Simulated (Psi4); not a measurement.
C4H6AlBr (SMILES C=[CH][Al]([Br])[CH]=C), singlet, at a GFN2-xTB geometry (such geometries of metal compounds can be far from the true shape), atoms displaced at random by about 0.08 Å a coordinate; HF/STO-3G, gradient (Psi4).

Psi4 was given this input:
```
memory 2 GB

molecule {
0 1
Al   -0.31131149   -0.23340987   -0.24204463
Br    1.13269255    1.22560739    1.02364838
C    -1.73591464    0.52132747   -1.14602309
C    -2.43241019   -0.04450938   -2.14530539
H    -1.98003013    1.57514237   -0.99451502
H    -3.38915868    0.43684322   -2.72710961
H    -2.48455732   -1.06199705   -2.40882392
C     0.19834395   -2.14806046   -0.21514650
C    -0.27899072   -3.28604582   -0.58643375
H     1.34466141   -2.43607326    0.34947293
H    -0.22839225   -4.22394167   -0.41701472
H    -1.38893552   -3.10560285   -1.11349991
symmetry c1
no_reorient
no_com
}

set {
  basis sto-3g
}

gradient('scf')
print_variables()
```

Q: Write the output that Psi4 gives for this input, abridged.

A: 
```
gradient() will perform analytic gradient computation.

   => Loading Basis Set <=

    Name: STO-3G
    Role: ORBITAL
    Keyword: BASIS

         ---------------------------------------------------------
                                   SCF
               by Justin Turney, Rob Parrish, Andy Simmonett
                          and Daniel G. A. Smith
                              RHF Reference
         ---------------------------------------------------------

  ==> Geometry <==

    Molecular point group: c1
    Full point group: C1

    Geometry (in Angstrom), charge = 0, multiplicity = 1:

       Center              X                  Y                   Z               Mass
    ------------   -----------------  -----------------  -----------------  -----------------
         AL          -0.311311490000    -0.233409870000    -0.242044630000    26.981538530000
         BR           1.132692550000     1.225607390000     1.023648380000    78.918337600000
         C           -1.735914640000     0.521327470000    -1.146023090000    12.000000000000
         C           -2.432410190000    -0.044509380000    -2.145305390000    12.000000000000
         H           -1.980030130000     1.575142370000    -0.994515020000     1.007825032230
         H           -3.389158680000     0.436843220000    -2.727109610000     1.007825032230
         H           -2.484557320000    -1.061997050000    -2.408823920000     1.007825032230
         C            0.198343950000    -2.148060460000    -0.215146500000    12.000000000000
         C           -0.278990720000    -3.286045820000    -0.586433750000    12.000000000000
         H            1.344661410000    -2.436073260000     0.349472930000     1.007825032230
         H           -0.228392250000    -4.223941670000    -0.417014720000     1.007825032230
         H           -1.388935520000    -3.105602850000    -1.113499910000     1.007825032230

  Running in c1 symmetry.

  Rotational constants: A =      0.07910  B =      0.03079  C =      0.02222 [cm^-1]
  Rotational constants: A =   2371.25265  B =    923.01408  C =    666.26226 [MHz]
  Nuclear repulsion =  397.324239932397518

  Charge       = 0
  Multiplicity = 1
  Electrons    = 78
  Nalpha       = 39
  Nbeta        = 39

  ==> Algorithm <==

  SCF Algorithm Type is DF.
  DIIS enabled.
  MOM disabled.
  Fractional occupation disabled.
  Guess Type is SAD.
  Energy threshold   = 1.00e-08
  Density threshold  = 1.00e-08
  Integral threshold = 1.00e-12

  ==> Primary Basis <==

  Basis Set: STO-3G
    Blend: STO-3G
    Number of shells: 31
    Number of basis functions: 53
    Number of Cartesian functions: 54
    Spherical Harmonics?: true
    Max angular momentum: 2

   => Loading Basis Set <=

    Name: (STO-3G AUX)
    Role: JKFIT
    Keyword: DF_BASIS_SCF

  ==> Integral Setup <==

  SCF_SUBTYPE=INCORE selected. In-core MEM_DF algorithm will be used.
  Using in-core AOs.

  ==> MemDFJK: Density-Fitted J/K Matrices <==

    J tasked:                   Yes
    K tasked:                   Yes
    wK tasked:                   No
    Algorithm:                 Core
    Schwarz Cutoff:           1E-12
    Mask sparsity (%):       6.4080
    Fitting Condition:        1E-10

   => Auxiliary Basis Set <=

  Basis Set: (STO-3G AUX)
    Blend: DEF2-UNIVERSAL-JKFIT
    Number of shells: 234
    Number of basis functions: 802
    Number of Cartesian functions: 1002
    Spherical Harmonics?: true
    Max angular momentum: 5

  Minimum eigenvalue in the overlap matrix is 1.7674597852E-01.
  Reciprocal condition number of the overlap matrix is 7.8382286517E-02.
    Using symmetric orthogonalization.

  ==> Pre-Iterations <==

  SCF Guess: Superposition of Atomic Densities via on-the-fly atomic UHF (no occupation information).

   -------------------------
    Irrep   Nso     Nmo
   -------------------------
     A         53      53
   -------------------------
    Total      53      53
   -------------------------

  ==> Iterations <==

                           Total Energy        Delta E     RMS |[F,P]|

   @DF-RHF iter SAD: -2931.07611074391434   -2.93108e+03   0.00000e+00
   @DF-RHF iter   1: -2936.61163445383090   -5.53552e+00   4.66974e-03 DIIS/ADIIS
   @DF-RHF iter   2: -2936.68720514853339   -7.55707e-02   9.13006e-04 DIIS/ADIIS
   @DF-RHF iter   3: -2936.68923643724065   -2.03129e-03   2.51277e-04 DIIS/ADIIS
   @DF-RHF iter   4: -2936.68948083882105   -2.44402e-04   9.69962e-05 DIIS
   @DF-RHF iter   5: -2936.68950750662407   -2.66678e-05   2.55296e-05 DIIS
   @DF-RHF iter   6: -2936.68951041219634   -2.90557e-06   5.56639e-06 DIIS
   @DF-RHF iter   7: -2936.68951061800954   -2.05813e-07   1.44331e-06 DIIS
   @DF-RHF iter   8: -2936.68951062951191   -1.15024e-08   4.23997e-07 DIIS
   @DF-RHF iter   9: -2936.68951063071154   -1.19962e-09   7.91938e-08 DIIS
   @DF-RHF iter  10: -2936.68951063075565   -4.41105e-11   2.53195e-08 DIIS
   @DF-RHF iter  11: -2936.68951063075201    3.63798e-12   6.56863e-09 DIIS
  Energy and wave function converged.

  ==> Post-Iterations <==

    Orbital Energies [Eh]
    ---------------------

    Doubly Occupied:

[...]
    Virtual:

[...]
    Final Occupation by Irrep:
              A
    DOCC [    39 ]
    NA   [    39 ]
    NB   [    39 ]

  @DF-RHF Final Energy: -2936.68951063075201

   => Energetics <=

    Nuclear Repulsion Energy =            397.3242399323975178
    One-Electron Energy =               -4898.0714101590938299
    Two-Electron Energy =                1564.0576595959450970
    Total Energy =                      -2936.6895106307515562

Computation Completed

Properties will be evaluated at   0.000000,   0.000000,   0.000000 [a0]

Properties computed using the SCF density matrix

 Multipole Moments:

 ------------------------------------------------------------------------------------
     Multipole            Electronic (a.u.)      Nuclear  (a.u.)        Total (a.u.)
 ------------------------------------------------------------------------------------

 L = 1.  Multiply by 2.5417464519 to convert [e a0] to [Debye]
 Dipole X            :         -4.6209932            3.7358899           -0.8851033
 Dipole Y            :         -2.9490226            2.4615043           -0.4875184
 Dipole Z            :         -2.1742628            1.5347798           -0.6394830
 Magnitude           :                                                    1.1958347

 ------------------------------------------------------------------------------------

         ------------------------------------------------------------
                                   SCF GRAD
                          Rob Parrish, Justin Turney,
                       Andy Simmonett, and Alex Sokolov
         ------------------------------------------------------------

  ==> Geometry <==

    Molecular point group: c1
    Full point group: C1

    Geometry (in Angstrom), charge = 0, multiplicity = 1:

       Center              X                  Y                   Z               Mass
    ------------   -----------------  -----------------  -----------------  -----------------
         AL          -0.311311490000    -0.233409870000    -0.242044630000    26.981538530000
         BR           1.132692550000     1.225607390000     1.023648380000    78.918337600000
         C           -1.735914640000     0.521327470000    -1.146023090000    12.000000000000
         C           -2.432410190000    -0.044509380000    -2.145305390000    12.000000000000
         H           -1.980030130000     1.575142370000    -0.994515020000     1.007825032230
         H           -3.389158680000     0.436843220000    -2.727109610000     1.007825032230
         H           -2.484557320000    -1.061997050000    -2.408823920000     1.007825032230
         C            0.198343950000    -2.148060460000    -0.215146500000    12.000000000000
         C           -0.278990720000    -3.286045820000    -0.586433750000    12.000000000000
         H            1.344661410000    -2.436073260000     0.349472930000     1.007825032230
         H           -0.228392250000    -4.223941670000    -0.417014720000     1.007825032230
         H           -1.388935520000    -3.105602850000    -1.113499910000     1.007825032230

  Nuclear repulsion =  397.324239932397518

  ==> Basis Set <==

  Basis Set: STO-3G
    Blend: STO-3G
    Number of shells: 31
    Number of basis functions: 53
    Number of Cartesian functions: 54
    Spherical Harmonics?: true
    Max angular momentum: 2

  ==> DFJKGrad: Density-Fitted SCF Gradients <==

    Gradient:                    1
    J tasked:                  Yes
    K tasked:                  Yes
    wK tasked:                  No
    Integrals threads:           1
    Schwarz Cutoff:          1E-12
    Fitting Condition:       1E-10

   => Auxiliary Basis Set <=

  Basis Set: (STO-3G AUX)
    Blend: DEF2-UNIVERSAL-JKFIT
    Number of shells: 234
    Number of basis functions: 802
    Number of Cartesian functions: 1002
    Spherical Harmonics?: true
    Max angular momentum: 5

  -Total Gradient:
     Atom            X                  Y                   Z
    ------   -----------------  -----------------  -----------------
       1       -0.057720175618     0.009319674910    -0.037216391213
       2        0.041646728473     0.042125428366     0.036024485492
       3        0.033947449639    -0.002242111032     0.052019950506
       4        0.077531744553    -0.062805971460    -0.003059315777
       5       -0.004450647793     0.005756468432    -0.002939633193
       6       -0.075617693236     0.015027695940    -0.044086587166
       7       -0.023254990642     0.036453966524     0.004096553210
       8       -0.159853870756    -0.004889312185    -0.075717884224
       9        0.199687703212    -0.176552662941     0.094468082616
      10        0.094882626821    -0.043970720241     0.039309402091
      11       -0.047609215977     0.156167135112    -0.031818192344
      12       -0.079189658673     0.025610408610    -0.031080470398

  Variable Map:
  ----------------------------------------------------------------------------
[...]
  Array Variable Map:
  ----------------------------------------------------------------------------
[...]
[...]
```
